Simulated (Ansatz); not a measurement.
Relaxation of F$_{3}$Sn (4 atoms, charge 0, multiplicity 2), to a largest force component of 0.015 eV/Å in at most 40 steps.

Level of theory: Ansatz 0.2.0, UKS PBE-D4/def2-SVP.

```xyz
4
Properties=species:S:1:pos:R:3
F 0.630 -2.090 0.462
Sn 0.424 -0.199 0.098
F 1.874 0.804 0.916
F 0.387 0.185 -1.809
```

Question: Where does it end, and by what steps?

Answer: The forces met the threshold. After 3 steps the energy has fallen by 0.060 eV; Sn2 moved furthest, 0.11 Å.

```tsv
step	energy less start (eV)	largest force component (eV/Å)	accepted
0	0.0000	0.865	yes
1	-0.0588	0.084	yes
2	-0.0602	0.024	yes
3	-0.0602	0.005	yes
```

```xyz
4
Properties=species:S:1:pos:R:3
F 0.664 -2.068 0.419
Sn 0.338 -0.151 0.144
F 1.894 0.779 0.900
F 0.420 0.142 -1.796
```

Whether the end is a true minimum wasn't checked by a vibrational analysis.

Run time: 13 s on 1 thread of Intel(R) Xeon(R) Platinum 8259CL CPU @ 2.50GHz (Skylake/Cascade Lake) (shared host), peak memory 0.15 GiB.
